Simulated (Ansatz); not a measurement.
N2 (SMILES N#N), singlet, geometry from GFN2-xTB, atoms displaced at random by about 0.08 Å a coordinate; PBE/def2-SVP, gradient (Ansatz, a quantum-chemistry and plane-wave program).

Ansatz was given this input:
Ansatz 0.2 input:
```yaml
crystal:
  periodic: [false, false, false]
  atoms:
    - {symbol: N, position_ang: [0.09026485, 0.12641149, -0.63010120]}
    - {symbol: N, position_ang: [0.03777134, -0.00717777, 0.64453963]}
basis:
  gaussian:
    orbitals: def2-SVP
hamiltonian:
  xc: pbe
output: {forces: true}
```

Task: What does Ansatz print? Leave out banner, timings and long lists.

Result: 
```
Functional definition: PBE
344 factors; their error is unknown
mean field evaluation 1: about -2972.8845 eV, gradient 1.4e1 eV
mean field evaluation 2: about -2973.0997 eV, gradient 1.0e1 eV
mean field evaluation 4: about -2973.3466 eV, gradient 5.8e-2 eV
mean field evaluation 8: about -2973.3236 eV, gradient 1.6e-3 eV
mean field -2973.32355641 eV, -109.2676253071 hartree, gradient 3.8e-5 eV, S^2 0.000000; 0 other end points of the search recorded, 0 dependent functions left out
the calculation of the forces begins
reference -2973.32356575 eV, -109.2676256502 hartree; 7, 7 occupied and 21, 21 virtual orbitals, 344 factors
Total energy: -2973.32356575 eV, -109.2676256502 hartree
Atom 0 at     0.090265     0.126411    -0.630101 Å, force    -0.566969    -1.442864    13.767072 eV/Å
Atom 1 at     0.037771    -0.007178     0.644540 Å, force     0.566969     1.442864   -13.767072 eV/Å
Dipole moment:     0.000000    -0.000000    -0.000000 e Å
```
